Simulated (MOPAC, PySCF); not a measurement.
Dimer: CH4 (SMILES C) (first 5 atoms) with N2 (SMILES N#N); geometry from B3LYP-D3(BJ)/def2-TZVP.
(charge 0, multiplicity 1):
```xyz
7

C      0.0247    -0.0491    -0.0808
H      0.9642     0.3952     0.2449
H     -0.0788    -1.0406     0.3579
H     -0.8043     0.5791     0.2420
H      0.0184    -0.1295    -1.1668
N      0.0701    -0.4064     3.5192
N     -0.1943     0.6512     3.4837
```

Monomers are frozen at their geometry in the pair; levels with a basis set take the counterpoise correction. Rows marked so take none.

Rows in STO-3G carry no dispersion term and start afresh at each structure. The state reached by AM1, PM7 isn't checked; PM7 holds dispersion and hydrogen-bond terms.

Codes used: MOPAC for AM1, PM7 (differences of heats of formation); PySCF for STO-3G rows. Each number belongs to the level named beside it.

One of these levels gives -0.45 kcal/mol for the interaction energy. Name it.
(A) HF/STO-3G (no counterpoise)
(B) PM7
(C) AM1

B, PM7. The others give 0.38 (AM1), 0.05 (HF/STO-3G (no counterpoise))
